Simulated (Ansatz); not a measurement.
Start from `PB1C[SiH]1[ZnH]` and change one atom or group to get `PB1C[SiH2]1`.

Ansatz, PBE0-D4/def2-TZVP geometries, multiplicity 1. Each molecule was computed in one conformer, which needn't be the lowest.

Scalar relativity is left out up to krypton.

| property | `PB1C[SiH]1[ZnH]` |
| --- | --- |
| size of the dipole moment (PBE/def2-TZVPP) / D | 0.79 |
| size of the dipole moment (B3LYP/def2-TZVPP) / D | 0.83 |
| HOMO energy (PBE/def2-TZVPP) / eV | -5.35 |
| HOMO energy (B3LYP/def2-TZVPP) / eV | -6.10 |
| HOMO energy (PBE0/def2-TZVPP) / eV | -6.30 |
| LUMO energy (PBE0/def2-TZVPP) / eV | -1.78 |

What does the change do to each property? (An estimate is asked.)

The calculation gave: 
```json
{"property": "size of the dipole moment (PBE/def2-TZVPP) / D", "`PB1C[SiH2]1`": "0.79", "shift": "0.00"}
{"property": "size of the dipole moment (B3LYP/def2-TZVPP) / D", "`PB1C[SiH2]1`": "0.76", "shift": "-0.07"}
{"property": "HOMO energy (PBE/def2-TZVPP) / eV", "`PB1C[SiH2]1`": "-5.64", "shift": "-0.29"}
{"property": "HOMO energy (B3LYP/def2-TZVPP) / eV", "`PB1C[SiH2]1`": "-6.48", "shift": "-0.38"}
{"property": "HOMO energy (PBE0/def2-TZVPP) / eV", "`PB1C[SiH2]1`": "-6.67", "shift": "-0.37"}
{"property": "LUMO energy (PBE0/def2-TZVPP) / eV", "`PB1C[SiH2]1`": "-1.81", "shift": "-0.03"}
```

The zero-point energy changes by 2.6 kJ/mol with -3 modes. Dipoles are sizes alone; their direction can turn.

Positive LUMOs are unbound, so they and the gaps depend on the basis.

B3LYP here is the variant with VWN-RPA as its local correlation; programs differ in this.
